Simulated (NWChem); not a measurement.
Molecule: C₃H₂BrCl; SMILES C(=CCl)=CBr

```xyz
7

Cl     0.4620    -3.1613    -0.1237
C     -0.5861    -1.9344     0.5437
C     -0.7210    -0.7312     0.0239
C     -0.8623     0.4729    -0.4789
Br     0.2259     1.9549     0.0391
H     -1.1299    -2.2673     1.4435
H     -1.6122     0.7419    -1.2399
```
Atoms are numbered in this order, from 1.

Program: NWChem. Geometry: optimised at PBE-D3(BJ)/def2-SVP. B3LYP is NWChem's, with the RPA form of VWN correlation. Vertical excitations in the gas phase; the lowest state need not have the same character in each row.

```tsv
level	lowest excitation, singlet (eV)	oscillator strength of that lowest state	orbital gap (eV)
PBE/def2-SVP, TDA	4.41	0.000	4.21
B3LYP/def2-SVP, TDA	4.64	0.000	5.87
PBE0/def2-SVP, TDA	4.72	0.000	6.31
```
